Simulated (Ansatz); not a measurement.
All numbers were calculated with Ansatz.

Basis-set series for C₄H₆F₄, SMILES `CC(F)(CF)C(F)F`. Total charge 0; spin multiplicity 1. Geometry: relaxed with PBE0-D4/def2-TZVP. It is one conformer, not always the lowest.

```xyz
14

C     1.3142   -0.1697   -0.6218
C     0.0302   -0.3400    0.1535
F    -0.0094   -1.6194    0.6899
C    -0.0517    0.6480    1.2957
F    -1.2670    0.5582    1.9375
C    -1.2056   -0.2382   -0.7379
F    -1.0934   -1.0788   -1.7891
F    -1.2983    1.0240   -1.2287
H     1.4058   -0.9675   -1.3576
H     1.3258    0.7890   -1.1417
H     2.1681   -0.2174    0.0559
H     0.0675    1.6677    0.9218
H     0.7367    0.4205    2.0181
H    -2.1229   -0.4766   -0.1955
```

```tsv
functional	basis	functions	energy (Eh)	HOMO (eV)	LUMO (eV)
PBE0-D4	def2-SVP	142	-554.43048	-9.26	1.82
PBE0-D4	def2-TZVPP	332	-555.08924	-9.40	1.22
ωB97M-V	def2-SVP	142	-554.80504	-11.63	3.46
ωB97M-V	def2-TZVPP	332	-555.48256	-11.79	2.64
```

(1) Give the rows for def2-QZVPP. (Best estimate.)

Answers

(1) The calculation gave: 
```tsv
functional	basis	functions	energy (Eh)	HOMO (eV)	LUMO (eV)
PBE0-D4	def2-QZVPP	636	-555.11776	-9.44	0.68
ωB97M-V	def2-QZVPP	636	-555.50971	-11.83	1.77
```

Positive LUMOs are unbound and depend on the basis.
